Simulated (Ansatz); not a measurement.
One change: `[CH3][Al]([I])[CH2]O` becomes `[CH3][Al]([F])[CH2]O`.

Ansatz, PBE0-D4/def2-TZVP geometries, multiplicity 1. Each molecule was computed in one conformer, which needn't be the lowest.

Elements past krypton have def2 core potentials.

| property | `[CH3][Al]([I])[CH2]O` |
| --- | --- |
| LUMO energy (ωB97M-V/def2-TZVPP) / eV | 0.46 |
| HOMO–LUMO gap (PBE0/def2-TZVPP) / eV | 5.83 |
| LUMO energy (PBE0/def2-TZVPP) / eV | -1.14 |
| HOMO energy (B3LYP/def2-TZVPP) / eV | -6.76 |
| HOMO–LUMO gap (B3LYP/def2-TZVPP) / eV | 5.43 |
| LUMO energy (B3LYP/def2-TZVPP) / eV | -1.34 |

What does the change do to each property? (Best estimate.)

Ansatz gave: 
```tsv
property	`[CH3][Al]([F])[CH2]O`	shift
LUMO energy (ωB97M-V/def2-TZVPP) / eV	1.03	0.57
HOMO–LUMO gap (PBE0/def2-TZVPP) / eV	6.55	0.72
LUMO energy (PBE0/def2-TZVPP) / eV	-0.49	0.65
HOMO energy (B3LYP/def2-TZVPP) / eV	-6.83	-0.07
HOMO–LUMO gap (B3LYP/def2-TZVPP) / eV	6.08	0.65
LUMO energy (B3LYP/def2-TZVPP) / eV	-0.75	0.59
```

With PBE0 the HOMO falls by 0.07 eV and the LUMO rises by 0.65 eV, so the gap widens by about 0.72 eV. PBE moves the HOMO by 0.02 eV and ωB97M-V by -0.14 eV.

B3LYP here is the variant with VWN-RPA as its local correlation; programs differ in this.

Spin–orbit coupling is left out; it splits and shifts lone-pair levels of the heavy atoms by tenths of an eV.
